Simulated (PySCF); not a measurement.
Potential energy curve for CaO, singlet.

- RKS-B3LYP/6-31G* = restricted B3LYP/6-31G*, spherical d run with PySCF
- UHF/def2-SVP (PySCF)
- RCCSD = PySCF 2.14.0 with CCSD on RHF/def2-SVP, 6 core orbitals frozen
- UKS-PBE0 = unrestricted PBE0/def2-SVP (PySCF)

Energies relative to the lowest point of each curve near equilibrium, in kcal/mol:

```json
[
 {"R / Å": "1.44", "RKS-B3LYP/6-31G*": "189.7", "UHF": "123.4", "RCCSD": "89.9"},
 {"R / Å": "1.52", "RKS-B3LYP/6-31G*": "123.7", "UHF": "86.8", "RCCSD": "52.4"},
 {"R / Å": "1.63", "RKS-B3LYP/6-31G*": "63.1", "UHF": "55.5", "RCCSD": "20.5"},
 {"R / Å": "1.76", "RKS-B3LYP/6-31G*": "23.2", "UHF": "40.0", "RCCSD": "3.4"},
 {"R / Å": "1.88", "RKS-B3LYP/6-31G*": "5.9", "UHF": "6.6", "RCCSD": "0.0"},
 {"R / Å": "2.00", "RKS-B3LYP/6-31G*": "0.0", "UHF": "2.2", "RCCSD": "3.7"},
 {"R / Å": "2.10", "RKS-B3LYP/6-31G*": "0.5", "UHF": "0.0", "RCCSD": "9.8"},
 {"R / Å": "3.00", "RKS-B3LYP/6-31G*": "51.9", "UHF": "43.5", "RCCSD": "67.5"},
 {"R / Å": "3.22", "RKS-B3LYP/6-31G*": "61.5", "UHF": "55.5", "RCCSD": "80.9"},
 {"R / Å": "3.64", "RKS-B3LYP/6-31G*": "74.5", "UHF": "65.5", "RCCSD": "99.7"},
 {"R / Å": "4.86", "RKS-B3LYP/6-31G*": "91.7", "UHF": "65.9", "RCCSD": "113.3"},
 {"R / Å": "5.47", "RKS-B3LYP/6-31G*": "95.1", "UHF": "65.9", "RCCSD": "113.7"}
]
```

Question: Predict the corresponding UKS-PBE0 column.

Answer: 1.44: 73.9; 1.52: 40.0; 1.63: 12.7; 1.76: 0.6; 1.88: 1.7; 2.00: 9.4; 2.10: 16.8; 3.00: 66.2; 3.22: 77.5; 3.64: 92.4; 4.86: 107.6; 5.47: 109.8 (kcal/mol).

The restricted form behind RKS-B3LYP/6-31G* keeps the bonding electrons paired and can't separate into open-shell fragments. The unrestricted determinant behind UHF is spin-contaminated at 1.80 to 7.27 Å (<S²> up to 1.2, against 0.00 for a pure singlet). The T1 diagnostic of CCSD on the restricted reference of RCCSD exceeds 0.045 at 1.76 to 3.94 Å. The unrestricted solution behind UKS-PBE0 changes between 2.10 and 2.25 Å, which can leave a kink. The unrestricted determinant behind UKS-PBE0 is spin-contaminated at 2.00 to 7.27 Å (<S²> up to 1.0, against 0.00 for a pure singlet).
